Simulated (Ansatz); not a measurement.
Calculated with Ansatz (gas phase, PBE0-D4/def2-TZVP geometries, no zero-point term in ΔE). CBS: MP2 limit from def2 TZ/QZ plus the TZ coupled-cluster correction, frozen cores. Functionals use def2-TZVPP. One conformer a species, not always the lowest.

`FCC(F)(C(F)F)C(F)(F)F` + `C=CC` → `C=CCCF` + `FC(F)C(F)C(F)(F)F`  (formal exchange of groups at a C–C bond)

CCSD(T)/CBS gives -0.4 kJ/mol.

Task: Another level gave -10.6 kJ/mol. Which?
A. RPA@PBE/def2-TZVPP
B. BHLYP/def2-TZVPP
C. HF/def2-TZVPP
D. PBE0-D4/def2-TZVPP

Result: C. HF/def2-TZVPP -10.6, RPA@PBE/def2-TZVPP 2.9, PBE0-D4 -1.9, BHLYP -5.9 kJ/mol.

Largest T1 diagnostic among the species: 0.012.

At CCSD(T), def2-SVP lies +15.3 kJ/mol from the extrapolated value and def2-TZVPP +2.4 kJ/mol. The D4 term adds +5.6 kJ/mol with B3LYP and +3.1 kJ/mol with PBE0; it sums over pairs of atoms, weighted by their polarisabilities, and B3LYP, whose exchange is more repulsive, gets the larger term. Leaving LDA and LC-ωPBE aside and taking each functional with its dispersion term where it has one, the values, not all of them listed here, spread over 9.2 kJ/mol, from B2PLYP to B97M-V. LDA lies +11.4 kJ/mol from PBE without D4.

B3LYP here is the variant with VWN-RPA as its local correlation; programs differ in this.
